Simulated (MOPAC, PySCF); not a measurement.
CH5BO, SMILES `BCO`, neutral singlet in the gas phase. 

Cartesian coordinates (Å):
```xyz
8

B      0.9818     0.2704    -0.0933
C     -0.3647    -0.4821    -0.0232
O     -1.5694     0.2600     0.1516
H      1.0447     1.4565     0.0462
H      1.9818    -0.3525    -0.2723
H     -0.2676    -1.2252     0.7903
H     -0.4668    -1.1044    -0.9260
H     -1.3397     1.1775     0.3268
```
Charge 0, spin multiplicity 1.

All levels are single points at this geometry (B3LYP-D3(BJ)/def2-TZVP); Pople sets use spherical d functions. Orbital energies aren't observables, and empty levels follow the basis.

PBE-D3(BJ)/def2-TZVP in PySCF gives dipole (D) = 1.07.

Question: Estimate the dipole (D) from each of these levels: B3LYP-D3(BJ)/def2-TZVP in PySCF; B3LYP/6-311+G** in PySCF; B3LYP/6-31G* in PySCF; BP86/6-31G* in PySCF; PBE/6-31G* in PySCF; HF/3-21G in PySCF; HF/6-31G* in PySCF; PM7 in MOPAC.

Answer: 
```tsv
level	dipole (D)
B3LYP-D3(BJ)/def2-TZVP in PySCF	1.27
B3LYP/6-311+G** in PySCF	1.49
B3LYP/6-31G* in PySCF	1.23
BP86/6-31G* in PySCF	1.05
PBE/6-31G* in PySCF	1.02
HF/3-21G in PySCF	1.87
HF/6-31G* in PySCF	1.67
PM7 in MOPAC	1.89
```
